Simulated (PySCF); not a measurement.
**Dipole response of Tc⁺ (technetium, charge +1)**

[Kr] 4d5 5s1, high-spin 7S determinant. Computed with PySCF 2.14 in x2c-TZVPPall with one added diffuse shell each of s, p, d, f type (9s7p7d3f1g, 95 functions), with scalar relativity by spin-free X2C-1e. Coupled (time-dependent) response in atomic units; α is the mean over directions.

```
method  mean α (bohr³)  C₆ (like pair)  S(−4)
   UHF           45.98           347.6   1467
   PBE           33.61           248.1  641.9
  PBE0           35.78           263.7  769.1
```

S(−4) is the Cauchy moment in α(ω) = α(0) + S(−4) ω² + …

α(iu) at PBE:

```csv
u (hartree),α(iu) (bohr³)
0,33.61
0.0500,32.10
0.100,28.48
0.200,20.66
0.300,15.26
0.500,9.621
0.750,6.433
1.00,4.740
1.50,2.955
2.00,2.026
3.00,1.113
5.00,0.4781
```

A single London oscillator, α(iu) = α/(1 + u²/ω²), gives C₆ = (3/4) ω α². Matching the computed C₆ needs ω = 4 × 248.1 / (3 × 33.61²) = 0.293 hartree.

For an ion, C₆ is the dispersion term alone; charge-induced terms of lower order in 1/R come first.
